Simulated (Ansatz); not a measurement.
Worked example: the barrier

An elementary step of Si2NH8OF3, closed shell (Si₂H₄OF₂ ([F][SiH]([F])[O][SiH3]) + NH₃ + HF → SiNH₃F₂ ([NH2][SiH]([F])[F]) + SiH₄O ([OH][SiH3]) + HF; bonds formed: O2–H9, H7–F10; dative contacts that become bonds: Si1–N8; bonds broken: Si1–O2, H7–N8, H9–F10). “Start” is the structure reached by relaxing down from the saddle towards the reactants; PBE0-D4/def2-TZVP structures. The saddle:

```xyz
15
angstrom
Si -0.6787 -0.0677 1.1908
O -0.0033 -0.3848 -0.6766
Si 0.8106 -1.7010 -1.3035
F 0.4375 -1.1415 1.5959
F -1.1793 0.2826 2.6973
H -1.9762 -0.4691 0.6390
H -0.3022 1.8882 -0.3081
N -0.0653 1.6116 0.8703
H -0.1949 0.4699 -1.2432
F -0.4462 1.8061 -1.4838
H 2.2238 -1.6883 -0.8590
H 0.1339 -2.9311 -0.8364
H 0.7399 -1.5871 -2.7796
H 0.9475 1.6478 0.9502
H -0.4471 2.2642 1.5466
```

Ansatz 0.2.0; basis: def2-TZVPP and def2-QZVPP; cores frozen in the correlated methods.

Energies in eV:

| quantity | saddle | start |
| --- | --- | --- |
| Hartree–Fock, triple zeta (X = 3) | -27499.20692 | -27499.89544 |
| Hartree–Fock, quadruple zeta (X = 4) | -27500.27327 | -27500.96724 |
| MP2 correlation, X = 3 | -41.20675 | -40.94380 |
| MP2 correlation, X = 4 | -44.78019 | -44.51916 |
| CCSD(T) correlation, X = 3 | -43.53339 | -43.30077 |

(1) Work out the barrier at the basis limit: extrapolate Hartree–Fock as E(X) = E∞ + A exp(−7.88 √X) and the MP2 correlation as E(X) = E∞ + B X^−2.97 (the exponents that Neese and Valeev fitted for def2-TZVPP and QZVPP), then add CCSD(T) − MP2 in triple zeta.

T1 diagnostic: at most 0.012.

Answers

(1) Each step is linear, so take the differences first (saddle − start): Hartree–Fock 0.68852 (X = 3) and 0.69397 (X = 4); MP2 correlation -0.26295 and -0.26103; CCSD(T) correlation -0.23262.
Two points give E∞ = E(4) + w [E(4) − E(3)], with w = 1/(exp(7.88 (2 − √3)) − 1) = 0.1377 for Hartree–Fock and w = 1/((4/3)^2.97 − 1) = 0.7407 for the correlation.
Hartree–Fock: 0.69397 + 0.1377 × 0.00545 = 0.6947 eV.
MP2 correlation: -0.26103 + 0.7407 × 0.00192 = -0.2596 eV.
CCSD(T) − MP2: -0.23262 − (-0.26295) = 0.0303 eV.
Sum: 0.6947 + (-0.2596) + 0.0303 = 0.4654 eV, or 10.73 kcal/mol. Plain CCSD(T) in triple zeta gives 0.4559 eV, so the larger basis shifts the result by 0.0095 eV.

Labels in which every atom is bracketed show which atoms are joined, not bond orders.

For scale, one of the runs: CCSD(T)/def2-TZVPP, 351 basis functions, launched by `ansatz run in.yaml --threads 4 --pin off --events-out ev --progress --plain --max-ram 66560MiB --backend cuda --devices 0, --max-vram 37GiB`. Hardware: 4 CPU threads of an AMD EPYC 7R13 and a share of one NVIDIA H100, shared host. Wall time 13 s; peak host memory 0.84 GiB.
